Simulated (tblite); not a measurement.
Isomers of C5H12O2SSi. Calculated harmonic vibrations of the isolated species, GFN2-xTB (tblite), most abundant isotopes, no scaling. Against measured fundamentals such values can be off by several per cent, at times by over 20. Modes of hydrogen on silicon can be 10 to 20 % off. One conformer each.

Electronic energies: GFN2-xTB at the same geometries; isomer energies are rough at this level and their order can be wrong.

```csv
SMILES,"electronic energy, lowest = 0 (kcal/mol)"
CCCCOC(=S)O[SiH3],8.9
CC(C)O[C@@H]1CO[SiH2]S1,0.0
CS[SiH2]OC(C)(C)C=O,17.4
```

**Question.** How do GFN2-xTB zero-point energies change the relative energies?

**Answer.** 
```tsv
SMILES	ZPE (kcal/mol)	of it from modes above 1550 cm⁻¹	electronic (kcal/mol)	with ZPE, lowest = 0 (kcal/mol)	lowest mode (cm⁻¹)	rings
CC(C)O[C@@H]1CO[SiH2]S1	103.2	49.5	0.0	0.0	37	1
CCCCOC(=S)O[SiH3]	101.1	48.4	8.9	6.8	33	0
CS[SiH2]OC(C)(C)C=O	100.4	52.3	17.4	14.6	28	0
```

The zero-point energies span 2.8 kcal/mol, from `CS[SiH2]OC(C)(C)C=O` to `CC(C)O[C@@H]1CO[SiH2]S1`. The order is unchanged.

**Question.** What do entropy and thermal enthalpy add at 298.15 K and 1 bar (rigid rotor, harmonic oscillator, one conformer each)?

**Answer.** 
```
                 SMILES  point group  symmetry number  S (cal/(mol K))  H − H(0) (kcal/mol)  ZPE + H − H(0) − TS (kcal/mol)
CC(C)O[C@@H]1CO[SiH2]S1           C1                1            106.8                 7.79                            79.2
      CCCCOC(=S)O[SiH3]           Cs                1            113.8                 8.40                            75.5
    CS[SiH2]OC(C)(C)C=O           C1                1            116.8                 8.99                            74.5
```
